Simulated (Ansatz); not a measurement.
Cl₂O₂W, charge -1, doublet, at a GFN2-xTB geometry of the parent state (such geometries of metal compounds can be far from the true shape) (the multiplicity is a formal guess) (core potentials on W) (a gas-phase anion, which may not be bound at this level); PBE/def2-SVP (Ansatz, a program for electronic structure).

Ansatz was given this input:
Ansatz 0.2 input:
```yaml
crystal:
  periodic: [false, false, false]
  atoms:
    - {symbol: W, position_ang: [0.37433821, -0.07415431, 0.12270466]}
    - {symbol: O, position_ang: [1.49271735, -0.62827810, -1.01392940]}
    - {symbol: O, position_ang: [0.74820365, 0.18436419, 1.74848290]}
    - {symbol: Cl, position_ang: [-0.97950147, 1.60541944, -0.73627097]}
    - {symbol: Cl, position_ang: [-1.70452181, -1.07372945, -0.14352742]}
basis:
  gaussian:
    orbitals: def2-SVP
hamiltonian:
  xc: pbe
total_charge: -1
magnetization: {spin_polarized: true, initial_magnetization: 1}
```

The log (banner, timings and long lists left out):

```
Functional definition: PBE
983 factors; their error is unknown
mean field evaluation 1: about -30939.7881 eV, gradient 4.8e1 eV
mean field evaluation 2: about -30732.4529 eV, gradient 2.0e2 eV
mean field evaluation 4: about -30948.0476 eV, gradient 6.1e0 eV
mean field evaluation 8: about -30948.2181 eV, gradient 1.9e-1 eV
mean field evaluation 16: about -30948.1624 eV, gradient 7.3e-4 eV
mean field -30948.16239268 eV, -1137.3239905130 hartree, gradient 5.9e-5 eV, S^2 0.753109; 0 other end points of the search recorded, 0 dependent functions left out
reference -30948.16244869 eV, -1137.3239925714 hartree; 33, 32 occupied and 63, 64 virtual orbitals, 983 factors
Total energy: -30948.16244869 eV, -1137.3239925714 hartree
```
